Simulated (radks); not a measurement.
The numbers below are computed, except where a source is named.
Excited configurations of Tc3+: one electron is placed in a higher orbital outside [Kr] 4d3. The ground configuration is [Kr] 4d4. Code: a radial shooting solver on a logarithmic mesh with Libxc functionals. Model: Dirac Kohn-Sham, PBE, spin-unpolarised, spherical densities, point nucleus; open shells fill j = l - 1/2 first. Excitation = E - E(ground); binding = E(ion) - E, where the ion is the core of charge +4; n* = 4/sqrt(2 binding) in atomic units, and the quantum defect is n - n*.

[
 {"outer orbital": "4f5/2", "excitation (eV)": "26.910", "binding (eV)": "15.254", "n*": "3.778", "<r> (bohr)": "3.600"},
 {"outer orbital": "5p1/2", "excitation (eV)": "14.812", "binding (eV)": "27.352", "n*": "2.821", "<r> (bohr)": "2.899"},
 {"outer orbital": "5d3/2", "excitation (eV)": "24.056", "binding (eV)": "18.108", "n*": "3.467", "<r> (bohr)": "3.925"},
 {"outer orbital": "6s1/2", "excitation (eV)": "24.926", "binding (eV)": "17.238", "n*": "3.554", "<r> (bohr)": "4.873"},
 {"outer orbital": "6p1/2", "excitation (eV)": "27.289", "binding (eV)": "14.875", "n*": "3.826", "<r> (bohr)": "5.427"},
 {"outer orbital": "7f5/2", "excitation (eV)": "36.964", "binding (eV)": "5.200", "n*": "6.470", "<r> (bohr)": "14.47"}
]

The Delta-SCF ionisation energy is 42.164 eV (NIST Atomic Spectra Database: 41 eV, theoretical). Self-interaction in the functional shifts the binding energies and quantum defects, so they are the method's values and not measured ones. Spin polarisation and multiplet splitting are left out, so open shells lie too high by an amount that depends on their filling.

Beside tabulated values, note that spin-unpolarised runs miss the spin-polarisation part of the exchange energy of open shells.
